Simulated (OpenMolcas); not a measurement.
**Levels of Ta I by method**

| Quantity | Value |
| --- | --- |
| Program | OpenMolcas |
| Basis | ANO-RCC-VDZP [7s6p4d2f1g] |
| Scalar Hamiltonian | DKH2, point nucleus |
| Active space | 5 electrons in 6 orbitals (5d 6s) |
| State averaging | 2S+1 = 4 even, 50 roots; 2S+1 = 6 even, 6 roots kept (CI in the orbitals of an earlier block); 2S+1 = 2 even, 98 roots kept (CI in the orbitals of an earlier block) |
| Spin-orbit coupling | RASSI with atomic mean-field integrals over the reference wave functions, term energies averaged over their components |

Methods on the same reference wave functions:
A. CASSCF
B. SS-CASPT2, IPEA 0.25 Eh, imaginary shift 0.1 Eh (closed shells correlated: 5s 5p)
C. MS-CASPT2, IPEA 0.25 Eh, imaginary shift 0.1 Eh (closed shells correlated: 5s 5p)

Energies in cm⁻¹ above 5d³ 6s² ⁴F_3/2, the measured ground level; measured values from NIST Handbook of Basic Atomic Spectroscopic Data.

| Level | A | B | C | Measured |
| --- | --- | --- | --- | --- |
| 5d³ 6s² ⁴F_3/2 | 0.0 | 0.0 | 0.0 | 0.0 |
| 5d³ 6s² ⁴F_5/2 | 1721 | 1748 | 1783 | 2010 |
| 5d⁴ 6s ⁶D_1/2 | 2133 | 9780 | 9780 |  |
| 5d⁴ 6s ⁶D_3/2 [73 %] | 3064 | 9940 | 10260 |  |
| 5d³ 6s² ⁴F_7/2 | 3484 | 3580 | 3680 | 3964 |
| 5d⁴ 6s ⁶D_5/2 | 4316 | 11150 | 11310 |  |
| 5d³ 6s² ⁴F_9/2 | 4938 | 5190 | 5410 | 5621 |
| 5d⁴ 6s ⁶D_7/2 | 5605 | 12100 | 12400 |  |
| 5d³ 6s² ⁴P_1/2 | 6039 | 5310 | 5830 | 6049 |
| 5d³ 6s² ⁴P_3/2 [73 %] | 6231 | 5930 | 6000 | 6069 |
| 5d⁴ 6s ⁶D_9/2 | 7051 | 13450 | 13660 |  |
| 5d³ 6s² ⁴P_5/2 | 8339 | 8810 | 8560 | 9253 |
| 5d³ 6s² ²G_7/2 | 10997 | 10990 | 11320 |  |
| 5d³ 6s² ²G_9/2 [60 %] | 12122 | 12120 | 12520 |  |
| 5d³ 6s² ²D_5/2(1) | 13468 | 13360 | 13680 |  |
| 5d³ 6s² ²P_1/2 | 13751 | 12040 | 12290 |  |
| 5d³ 6s² ²H_9/2 [69 %] | 16871 | 17130 | 17450 |  |
| 5d³ 6s² ²H_11/2 | 17095 | 17450 | 17770 |  |
| 5d³ 6s² ²P_3/2 [58 %] | 17758 | 16450 | 16780 |  |
| 5d³ 6s² ²F_5/2 | 18920 | 19250 | 19560 |  |
| 5d⁴ 6s ⁴H_9/2 [55 %] | 19449 | 25270 | 25580 |  |
| 5d⁴ 6s ⁴H_11/2 | 20406 | 26520 | 26840 |  |
| 5d⁴ 6s ⁴D_3/2(1) [63 %] | 21204 | 24030 | 24400 |  |
| 5d⁴ 6s ⁴H_13/2 | 21507 | 27760 | 28080 |  |

Deviations, from unrounded energies. A percentage is the sum of absolute deviations over the sum of measured energies, with the sign that they share, or ± where signs differ.

| Against measurement | Levels | A | B | C |
| --- | --- | --- | --- | --- |
| mean absolute deviation (cm-1) | 6 | 420 | 400 | 280 |
| fine structure of the ground term (%) | 3 | -12.5 | -9.3 | -6.2 |
| other terms of the ground configuration (%) | 3 | ±5.1 | -6.2 | -4.6 |

C lies closest to measurement on these levels and A furthest from it. The largest miss of C in the table is 5d³ 6s² ⁴P_5/2, by -700 cm-1. The ranking rests on the paired levels alone, and a cruder setting can come out closer through cancelling errors.

Between B and C the level of the table that moves most is 5d³ 6s² ⁴P_1/2, by 520 cm-1 (lowest in B, highest in C). Moves below CASPT2's spread within the term are not significant.

The mean deviations of B to C differ by less than CASPT2's widest spread within a term (700 cm-1), so their order carries little weight.

From A to B the spin-free energies of the other terms of 5d³ 6s² shown, above ⁴F, scale by factors of 0.81 to 1.21.

The lowest spin-free term lies below A's lowest term by 0.238 hartree in B, 0.239 hartree in C.

CASPT2 breaks the degeneracy within a term, and the mean is taken; among the terms shown or strongly mixed into the levels shown the widest spread is 700 cm-1 (5d³ 6s² ⁴F, C). Terms from blocks run as CI alone lack orbitals of their own. Configurations are named by rounded mean occupations; where the s occupation lies near a half they are strongly mixed, a name can repeat and a true partner stay unpaired. A single d shell beside an s shell can misplace configurations of different d count against each other. The CASPT2 spread within a term exceeds the gap to the next term for 5d⁴ 6s ⁴P and 5d⁴ 6s ⁴F, so the order of their levels is uncertain, and so are names and mixing where such terms share a J (figures for B; the like holds for C). Without dynamic correlation excited terms often stand tens of per cent too high (terms of higher spin than the ground term too low), and those without a measured partner can miss by more than the paired ones (holds for A). Blocks of more than 70 roots (2S+1 = 2 even) ran without multistate coupling (holds for C). Measured partners are found by configuration, term and J. A level has none where our copy of the source lacks it or the pairing is in doubt (some pairs that miss far off the trend of their configuration count as doubtful), and it then counts in no deviation. Only configurations of the active space appear. The table leaves out levels that lie high or whose names do not pair safely across all columns.

A share in square brackets marks a mixed level and gives the weight of the term that names it, the lowest over the columns. A number in round brackets counts repeated terms of one configuration in the order of the reference energies.
